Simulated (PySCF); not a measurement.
## Fe: excitation energy

Fe [Ar] 3d6 4s2 (5D) → Fe [Ar] 3d8 (3F), as a difference of total energies. All numbers are calculated (PySCF 2.14, the non-relativistic Hamiltonian (point nucleus), in aug-cc-pVTZ (8s7p5d3f2g, 93 functions)). Correlated levels: valence: [Ar] frozen. The calculations carry no spin-orbit coupling.

```tsv
method	excitation energy (eV)
UHF	7.438
MP2 (valence)	3.012
SCS-MP2 (valence)	3.098
CCSD (valence)	4.658
CCSD(T) (valence)	4.209
```

How much does correlation contribute at CCSD(T) (valence)?

4.209 − (7.438) = -3.229 eV, measured against UHF.

These non-relativistic numbers lack the scalar-relativistic shift.

Errors of the correlated levels include the incompleteness of this basis and the frozen core.

The coupled-cluster amplitudes are large for the upper state (T1 above 0.03 or a double amplitude above 0.15), so a single reference is strained.

For comparison: 4.074 eV (measured; NIST levels, between the centres of gravity of the two terms).
